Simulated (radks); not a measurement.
All-electron atom: Hg28+ in [Kr] 4d10 4f6. Method: non-relativistic Kohn-Sham, TPSS, spin-polarised, spherical densities, point nucleus; open shells are filled with parallel spins first (spin-orbit coupling, left out, can overturn this in heavy ions); meta-GGA in the generalised Kohn-Sham scheme; relativity is left out, which matters for an element this heavy; computed with a radial shooting solver on a logarithmic mesh with Libxc functionals.

Radial electron density D(r) = 4 pi r^2 rho(r):

| r (bohr) | D(r) (e/bohr) | spin D(r) |
|---|---|---|
| 0.001875 | 12.03 | -0.000247 |
| 0.002403 | 18.16 | -0.000372 |
| 0.003055 | 26.45 | -0.000542 |
| 0.003914 | 37.87 | -0.000776 |
| 0.004976 | 51.69 | -0.00106 |
| 0.006377 | 68.00 | -0.00141 |
| 0.008106 | 83.78 | -0.00177 |
| 0.01031 | 96.45 | -0.00215 |
| 0.01321 | 102.8 | -0.00263 |
| 0.01679 | 101.3 | -0.00342 |
| 0.02151 | 95.81 | -0.00508 |
| 0.02735 | 95.65 | -0.00792 |
| 0.03505 | 109.0 | -0.0112 |
| 0.04455 | 131.2 | -0.00992 |
| 0.05709 | 144.8 | 0.0126 |
| 0.07258 | 136.2 | 0.103 |
| 0.093 | 120.8 | 0.422 |
| 0.1182 | 125.0 | 1.34 |
| 0.1515 | 133.6 | 3.67 |
| 0.1926 | 109.4 | 7.88 |
| 0.2468 | 73.11 | 13.4 |
| 0.3138 | 71.77 | 17.0 |
| 0.4021 | 75.56 | 15.3 |
| 0.5111 | 47.97 | 9.21 |
| 0.655 | 15.21 | 3.33 |
| 0.8327 | 2.372 | 0.678 |
| 1.067 | 0.1437 | 0.0594 |
| 1.356 | 0.003431 | 0.00203 |

D(r) has 4 maxima, at r = 0.0141, 0.0585, 0.147, 0.371 bohr, and minima at 0.0246, 0.0999, 0.278 bohr, inside which lie 1.94, 11.51, 30.20 electrons.
